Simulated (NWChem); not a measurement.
Molecule: SiH₃SeF; SMILES F[Se][SiH3]

```xyz
6

Se    -0.4306     0.5621     0.0000
F      1.2606     1.1738     0.0000
Si     0.1776    -1.6637     0.0000
H      0.9658    -1.9981     1.2115
H      0.9658    -1.9981    -1.2115
H     -1.1219    -2.3882     0.0000
```
Atoms are numbered in this order, from 1.

Coordinates come from a B3LYP/6-31G* (spherical d) optimisation.

Symmetry labels are those of Cs in the frame above (b1 and b2, or b-type labels, depend on it).

List the 6 lowest vertical singlet excitations from B3LYP/def2-SVPD, full TDDFT (NWChem).


```json
[
 {"state": "S1", "energy (eV)": "2.89", "oscillator strength": "0.000", "symmetry": "a\"", "leading excitation (squared amplitude)": "HOMO → LUMO (1.00)"},
 {"state": "S2", "energy (eV)": "4.86", "oscillator strength": "0.001", "symmetry": "a'", "leading excitation (squared amplitude)": "HOMO−1 → LUMO (0.99)"},
 {"state": "S3", "energy (eV)": "5.13", "oscillator strength": "0.015", "symmetry": "a\"", "leading excitation (squared amplitude)": "HOMO → LUMO+1 (0.99)"},
 {"state": "S4", "energy (eV)": "6.15", "oscillator strength": "0.014", "symmetry": "a\"", "leading excitation (squared amplitude)": "HOMO → LUMO+2 (0.99)"},
 {"state": "S5", "energy (eV)": "6.54", "oscillator strength": "0.004", "symmetry": "a\"", "leading excitation (squared amplitude)": "HOMO−2 → LUMO (0.98)"},
 {"state": "S6", "energy (eV)": "6.67", "oscillator strength": "0.000", "symmetry": "a'", "leading excitation (squared amplitude)": "HOMO → LUMO+3 (0.66)"}
]
```
